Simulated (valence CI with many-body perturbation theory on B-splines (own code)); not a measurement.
## Missing levels of Ce6+

Calculated by relativistic CI+MBPT: six valence electrons over a frozen Dirac-Fock core [Kr] 4d10, a basis of 7 s, 7 p, 7 d, 7 f, 4 g, 2 h functions for each j, with the one-electron correlation potential Σ1, the two-electron term Σ2, the three-electron term Σ3, Breit, model QED; selected CI, second order for the rest, scaled by the run's own slope (own B-spline code, finite nucleus).

Against measured spectra of neutral and singly charged lanthanides and actinides this method errs by a few hundred cm⁻¹ within a configuration and by up to about 5,000 between configurations. No measured levels were compared; by estimate levels hold to about 250 cm⁻¹ or 0.2 % of their energy and the worst to 1 %, as in measured heavy ions of charge 2 to 7; those with d or f electrons hold less well. Among the levels kept, up to 960 cm⁻¹ of a level comes from second order outside the variational space, and about a tenth of that is noise between levels of different J, which matters for small intervals. Only levels of the ground parity were solved; by the run's estimate the other parity begins above the list, which can be wrong where configurations are misplaced.

```
                             Level  E (eV)
        (5s^2 5p1/2^2 5p3/2^2) J=2   0.000
        (5s^2 5p1/2^2 5p3/2^2) J=0   1.771
          (5s^2 5p1/2 5p3/2^3) J=1       ?
          (5s^2 5p1/2 5p3/2^3) J=2   4.114
                (5s^2 5p3/2^4) J=0   8.591
    (4f5/2 5s^2 5p1/2^2 5p3/2) J=3  10.179
(4f5/2 5s^2 5p1/2^2 5p3/2) J=4 [a]       ?
    (4f5/2 5s^2 5p1/2^2 5p3/2) J=2       ?
    (4f5/2 5s^2 5p1/2^2 5p3/2) J=1  10.538
    (4f7/2 5s^2 5p1/2^2 5p3/2) J=5  10.720
    (4f7/2 5s^2 5p1/2^2 5p3/2) J=3  10.890
(4f5/2 5s^2 5p1/2^2 5p3/2) J=4 [b]  11.901
    (4f7/2 5s^2 5p1/2^2 5p3/2) J=2  12.042
(4f5/2 5s^2 5p1/2 5p3/2^2) J=3 [a]  12.830
    (4f7/2 5s^2 5p1/2 5p3/2^2) J=4       ?
(4f5/2 5s^2 5p1/2 5p3/2^2) J=2 [a]  13.071
(4f5/2 5s^2 5p1/2 5p3/2^2) J=4 [a]       ?
(4f7/2 5s^2 5p1/2 5p3/2^2) J=5 [a]  13.611
(4f7/2 5s^2 5p1/2 5p3/2^2) J=3 [a]       ?
(4f5/2 5s^2 5p1/2 5p3/2^2) J=1 [a]  13.622
```

Levels are named by their leading jj configuration (3d3/2^4 stands for four electrons in 3d with j = 3/2), which in mixed levels can hold well under half, so a name can repeat and another be missing. Letters in brackets count levels of one name in rising energy.

(1) The levels stand in rising order. What does the calculation give for the missing energies?

Results:

(1) (5s^2 5p1/2 5p3/2^3) J=1 3.055; (4f5/2 5s^2 5p1/2^2 5p3/2) J=4 [a] 10.339; (4f5/2 5s^2 5p1/2^2 5p3/2) J=2 10.463; (4f7/2 5s^2 5p1/2 5p3/2^2) J=4 13.008; (4f5/2 5s^2 5p1/2 5p3/2^2) J=4 [a] 13.457; (4f7/2 5s^2 5p1/2 5p3/2^2) J=3 [a] 13.615.
